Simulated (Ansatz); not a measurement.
```yaml
crystal:
  periodic: [false, false, false]
  atoms:
    - {symbol: S, position_ang: [-1.539668, 1.602741, -0.329194]}
    - {symbol: Si, position_ang: [0.409907, 0.996067, 0.303403]}
    - {symbol: Ga, position_ang: [0.727275, -1.300159, -0.342291]}
    - {symbol: I, position_ang: [-2.103528, 0.709427, 0.244039]}
    - {symbol: H, position_ang: [-2.103528, 0.409427, -0.055961]}
    - {symbol: H, position_ang: [1.365244, 1.918978, -0.362918]}
    - {symbol: H, position_ang: [0.604660, 1.122361, 1.775519]}
    - {symbol: H, position_ang: [1.944845, -2.141248, -0.847291]}
basis:
  gaussian: {orbitals: def2-mTZVP}
total_charge: 1
magnetization: {spin_polarized: true, initial_magnetization: 1}
hamiltonian: {xc: {name: wB97X}}
output: {forces: true}
```

```sh
$ ansatz run in.yaml --threads 4 --pin off --events-out ev --progress --plain --max-ram 10444MiB
```

Shortened log:

```
Functional definition: wB97X
1189 factors; integrals over basis functions are off by at most 7.3e-4 eV
348 factors; integrals over basis functions are off by at most 4.4e-6 eV
mean field evaluation 1: about -78947.5621 eV, gradient 3.2e1 eV
mean field evaluation 2: about -78948.6370 eV, gradient 3.3e1 eV
mean field evaluation 4: about -78952.9285 eV, gradient 2.3e0 eV
mean field evaluation 8: about -78953.4222 eV, gradient 9.0e-1 eV
mean field evaluation 16: about -78953.7395 eV, gradient 6.0e-2 eV
mean field evaluation 32: about -78953.7403 eV, gradient 7.0e-5 eV
mean field -78953.74025237 eV, -2901.4964375073 hartree, gradient 3.7e-5 eV, S^2 0.755335; 4 other end points of the search recorded, 0 dependent functions left out
reference -78953.74022164 eV, -2901.4964363780 hartree; 45, 44 occupied and 83, 84 virtual orbitals, 1189 factors
Total energy: -78953.74022164 eV, -2901.4964363780 hartree
Atom 0 at    -1.539668     1.602741    -0.329194 Å, force   151.475567   237.276070  -148.444453 eV/Å
Atom 1 at     0.409907     0.996067     0.303403 Å, force     6.693715     2.218940    -1.260079 eV/Å
Atom 2 at     0.727275    -1.300159    -0.342291 Å, force    -0.849460    -0.657996    -0.551851 eV/Å
Atom 3 at    -2.103528     0.709427     0.244039 Å, force  -152.443608   659.169171  1038.380348 eV/Å
Atom 4 at    -2.103528     0.409427    -0.055961 Å, force    -4.120184  -898.586026  -888.587869 eV/Å
Atom 5 at     1.365244     1.918978    -0.362918 Å, force     0.190291    -0.016819     0.168250 eV/Å
Atom 6 at     0.604660     1.122361     1.775519 Å, force    -1.093301     0.242790    -0.000808 eV/Å
Atom 7 at     1.944845    -2.141248    -0.847291 Å, force     0.146979     0.353870     0.296463 eV/Å
Dipole moment:     0.046898     0.065206     0.093074 e Å
```

Q: Something in this input is off. What?

A: One atom was put on top of another. The run converged. The result belongs to that input, not to the molecule as meant.
